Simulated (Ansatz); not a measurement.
Calculated with Ansatz (gas phase, PBE0-D4/def2-TZVP geometries, no zero-point term in ΔE). CCSD(T)/CBS adds triple-zeta CCSD(T) − MP2 to the extrapolated MP2 energy (def2 sets, frozen cores). DFT in def2-TZVPP. B3LYP here is the variant with VWN-RPA as its local correlation; programs differ in this. def2 core potentials past Kr. For Sn outer-core shells are correlated without core-valence functions, which leaves a few kJ/mol of doubt a bond. One conformer a species, not always the lowest.

`[SH][SnH3]` + `OC[SiH](F)CF` → `O[CH2][SnH2][SH]` + `FC[SiH2]F`  (redistribution)

```
             level  ΔE (kcal/mol)  difference from CCSD(T)/CBS
            PBE-D4            2.6                          0.4
         r2SCAN-D4            3.7                          1.5
           ωB97X-V            4.6                          2.4
           ωB97M-V            4.6                          2.4
            B2PLYP            3.3                          1.1
               PBE            2.7                          0.5
              PBE0            3.8                          1.6
             B3LYP            3.6                          1.4
SCS-MP2/def2-TZVPP            2.7                          0.5
   CCSD/def2-TZVPP            4.0                          1.8
CCSD(T)/def2-TZVPP            3.3                          1.1
    MP2/def2-QZVPP            1.4                         -0.8
SCS-MP2/def2-QZVPP            2.1                         -0.1
      HF/CBS(def2)            6.3                          4.1
     MP2/CBS(def2)            0.9                         -1.3
    CCSD/CBS(def2)            2.9                          0.7
       CCSD(T)/CBS            2.2                            0
```

Largest T1 diagnostic among the species: 0.012.

In def2-TZVPP, CCSD(T) changes the Hartree–Fock value by −3.1 kcal/mol (the triples alone add −0.7 kcal/mol) and MP2 by −4.4 kcal/mol. From PBE to PBE0 (25 % exact exchange), in def2-TZVPP and without D4, ΔE moves by +1.1 kcal/mol.
